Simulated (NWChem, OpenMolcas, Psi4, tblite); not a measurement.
# A ladder of methods for GaCl (SMILES [Cl][Ga])

GaCl has 2 atoms, charge 0, and is taken as a singlet. SMILES: `[Cl][Ga]`. The shape is that of a PBE0-D4/def2-TZVP optimisation.

```xyz
2

Cl    0.0000    0.0000   -0.0236
Ga    0.0000    0.0000    2.1922
```

Each level gives the dipole moment (D). The values are calculated.

```csv
level,kind,program,value (D),CPU time
IPEA1-xTB,semi-empirical,tblite,3.75,under 2 s
HF/cc-pVTZ,Hartree–Fock,OpenMolcas,2.39,10 s
SVWN5/cc-pVTZ,LDA,OpenMolcas,2.24,16 s
PBE/cc-pVTZ,GGA,NWChem,2.19,3.2 min
M06-L/cc-pVTZ,meta-GGA,OpenMolcas,2.49,26 s
BHLYP/cc-pVTZ,global hybrid,OpenMolcas,2.50,20 s
wB97M-V/cc-pVTZ,range-separated hybrid,Psi4,2.41,50 s
wB97X-V/cc-pVTZ,range-separated hybrid,Psi4,2.40,3.1 min
```

All-electron rows without a relativistic Hamiltonian named are non-relativistic. The values span 2.19 to 3.75 D. Magnitudes only. Times are those of the runs behind each value, whatever else they computed, on shared processors of several kinds: orders of magnitude only.
